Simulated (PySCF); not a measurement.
Computed IR spectrum (relative IR intensity) of a molecule C4H6Si. Geometry: TPSSh-D3(BJ)/def2-SVP. Other conformers were not sampled. Method: TPSSh-D3(BJ)/def2-SVP (PySCF). Frequencies are harmonic and unscaled.

Lines under 2 % of the strongest are left out, and lines within 2 cm⁻¹ are merged.

ν (cm⁻¹): 494 (w), 547 (vw), 706 (w), 735 (vs), 884 (s), 942 (m), 969 (s), 1100 (w), 1302 (vw), 1364 (w), 1553 (vw), 2243 (s), 2247 (s), 3146 (w), 3160 (m), 3209 (w) (against the strongest line: vs over 80 %, s over 45 %, m over 15 %, w over 4 %, vw less)

Problem. Which molecule gave these data?
A) C=CC#C[SiH3]
B) C1=C[SiH2]C=C1
C) C#CC(=C)[SiH3]
D) C#C/C=C/[SiH3]

Solution. B, C1=C[SiH2]C=C1
